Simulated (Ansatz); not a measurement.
`FB(S)[SiH2][SiH3]`. The species carries charge 0 and has multiplicity 1.

| atom | x (Å) | y (Å) | z (Å) |
| --- | --- | --- | --- |
| F1 | -0.5435 | 0.2507 | 2.3391 |
| B2 | -0.6063 | 0.8789 | 1.1688 |
| S3 | -0.4113 | 2.6632 | 1.1060 |
| Si4 | -0.8591 | -0.1722 | -0.5445 |
| Si5 | 1.1193 | -1.3279 | -1.0329 |
| H6 | -0.2132 | 2.8515 | 2.4253 |
| H7 | -1.9688 | -1.1538 | -0.3842 |
| H8 | -1.1856 | 0.7434 | -1.6724 |
| H9 | 2.2358 | -0.3619 | -1.2154 |
| H10 | 1.4614 | -2.2438 | 0.0881 |
| H11 | 0.9713 | -2.1282 | -2.2781 |

List the harmonic frequencies (cm⁻¹, unscaled) at PBE0-D4/def2-TZVP in Ansatz. (An estimate is asked.)

Ansatz gave: 26, 77, 90, 158, 292, 349, 366, 417, 455, 474, 536, 549, 678, 711, 778, 871, 910, 938, 939, 965, 1291, 2204, 2214, 2216, 2227, 2229, 2682.

Is this a minimum?

Yes, all 27 modes are real.

Give the ideal-gas thermochemistry at 298.15 K and 1 bar (rigid rotor, harmonic oscillator; point group C1, symmetry number 1).

Zero-point energy 153.4 kJ/mol; H(298) − E = 178.9 kJ/mol; entropy 394.4 J/(mol·K), of which translation 169.0, rotation 120.5, vibration 105.0; G(298) − E = 61.3 kJ/mol. Modes under 100 cm⁻¹ are hindered rotations or soft bends, so the harmonic entropy is rough.

And at 400, 500, 600, 800 and 1000 K?


```tsv
T (K)	H − E (kJ/mol)	S (J/mol/K)	G − E (kJ/mol)
400	193.7	436.9	18.9
500	210.1	473.5	-26.6
600	228.0	506.1	-75.6
800	267.1	562.1	-182.6
1000	309.3	609.2	-299.9
```

Rotational constants (cm⁻¹)?

0.1236, 0.0355, 0.0333.
